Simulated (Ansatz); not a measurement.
Reaction (silylene formation by 1,1-elimination): `C[SiH2][TeH]` → `C[SiH]` + H₂Te

Isolated molecules relaxed with PBE0-D4/def2-TZVP in Ansatz; ΔE leaves out vibrations. CBS: MP2 limit from def2 TZ/QZ plus the TZ coupled-cluster correction, frozen cores. This one scheme is used for every species. DFT in def2-TZVPP. Elements past krypton have def2 core potentials. For Te outer-core shells are correlated without core-valence functions, which leaves a few kJ/mol of doubt a bond.

| level | ΔE (kJ/mol) |
| --- | --- |
| LDA (SPW92) | 318.5 |
| r2SCAN | 312.6 |
| HF/def2-SVP | 274.6 |
| SCS-MP2/def2-QZVPP | 306.2 |

What does CCSD(T)/CBS give? (Estimate.)

Ansatz gave: +300.4 kJ/mol. The listed levels differ from it by 18.1, 12.2, -25.8, 5.8 kJ/mol.

Largest T1 diagnostic among the species: 0.012.

From PBE to PBE0 (25 % exact exchange), in def2-TZVPP and without D4, ΔE moves by +12.1 kJ/mol. At CCSD(T), def2-SVP lies −25.8 kJ/mol from the extrapolated value and def2-TZVPP −12.4 kJ/mol. Leaving LDA and LC-ωPBE aside and taking each functional with its dispersion term where it has one, the values, not all of them listed here, spread over 42.1 kJ/mol, from BLYP-D4 to r2SCAN0-D4. LDA lies +28.1 kJ/mol from PBE without D4.
